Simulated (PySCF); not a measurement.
**`O=C[C@@H]1C[Se]C[C@@H]1F`, C₅H₇FOSe**

Geometry:
| atom | x (Å) | y (Å) | z (Å) |
| --- | --- | --- | --- |
| O1 | 1.666 | -0.862 | -1.678 |
| C2 | 1.282 | 0.123 | -1.120 |
| C3 | 0.770 | 0.167 | 0.306 |
| C4 | 0.514 | -1.223 | 0.861 |
| Se5 | -1.324 | -1.720 | 0.300 |
| C6 | -1.604 | 0.112 | -0.358 |
| C7 | -0.557 | 0.937 | 0.366 |
| F8 | -0.429 | 2.179 | -0.212 |
| H9 | 1.279 | 1.112 | -1.612 |
| H10 | 1.530 | 0.696 | 0.895 |
| H11 | 0.556 | -1.248 | 1.950 |
| H12 | 1.212 | -1.950 | 0.446 |
| H13 | -1.434 | 0.139 | -1.436 |
| H14 | -2.621 | 0.433 | -0.140 |
| H15 | -0.845 | 1.113 | 1.411 |

Theory: PySCF, TDDFT CAM-B3LYP/def2-SVPD circular dichroism and optical rotation, one conformer, gas phase. Geometry: GFN2-xTB.

The molecule is flexible and this is one conformer; a measurement averages over conformers. The calculation is non-relativistic, which matters for the atoms heavier than Zn.

Problem. Assign R or S to each stereocentre.

Solution. C3 S, C7 R.

Problem. List the lowest 8 singlet excitations with oscillator and rotatory strengths.

Solution. Rotatory strengths R in 10⁻⁴⁰ esu² cm², velocity form and length form (origin at the centre of mass); f in length form.
| state | E (eV) | λ (nm) | f | R (velocity) | R (length) | main |
| --- | --- | --- | --- | --- | --- | --- |
| 1 | 4.27 | 291 | 0.0001 | -5.9 | -5.8 | HOMO−1→LUMO 0.91 |
| 2 | 4.35 | 285 | 5e-05 | +2.5 | +2.9 | HOMO→LUMO+1 0.88 |
| 3 | 5.04 | 246 | 0.001 | +6.0 | +5.0 | HOMO→LUMO 0.97 |
| 4 | 5.67 | 219 | 0.026 | -4.0 | -3.4 | HOMO→LUMO+2 0.87 |
| 5 | 6.21 | 200 | 0.031 | -10.8 | -11.8 | HOMO→LUMO+3 0.79, HOMO→LUMO+5 0.09 |
| 6 | 6.66 | 186 | 0.025 | -21.6 | -22.0 | HOMO→LUMO+4 0.56, HOMO→LUMO+5 0.33 |
| 7 | 6.93 | 179 | 0.013 | +16.9 | +16.5 | HOMO→LUMO+7 0.33, HOMO→LUMO+5 0.25 |
| 8 | 7.19 | 173 | 0.011 | +5.7 | +5.5 | HOMO−1→LUMO+1 0.87 |

Among the states computed, the strongest CD band (largest |R|) is state 6. The largest dissymmetry factor in size, g = 4R/(D+G), with D and G the electric and magnetic dipole strengths, is +0.47 for state 2 (velocity form, f = 3e-05), among bands with |R| over 0.5. The mirror image has the same energies and oscillator strengths and all R with the opposite sign.
